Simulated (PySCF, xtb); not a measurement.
CH5ClO3Si, SMILES O[Si](OC)(O)Cl.

GFN2-xTB (xtb 6.7.1) at its own geometry gives an orbital gap of 8.62 eV and a dipole moment of 1.51 D.

Coordinates come from a B3LYP-D3(BJ)/def2-SVP optimisation. Other conformers were not sampled.

### Question
What does ωB97X/def2-TZVP run with PySCF give? (The exact figures need the calculation; the answer reports its results.)

### Answer
gap 13.68 eV (levels -11.13 and 2.55 eV), dipole 0.45 D.
